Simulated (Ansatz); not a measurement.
Harmonic frequencies (cm⁻¹) at PBE0-D4/def2-TZVP from Ansatz: 65, 276, 305, 386, 406, 452, 515, 555, 558, 592, 658, 745, 931, 982, 1110, 1118, 2245, 2252.

Question: Which molecule is it?
A. `[OH][GaH][GeH3]`
B. `NC[NH][InH2]`
C. `CN[SiH2]S`
D. `FC1(F)S[SiH2]S1`

Answer: D.
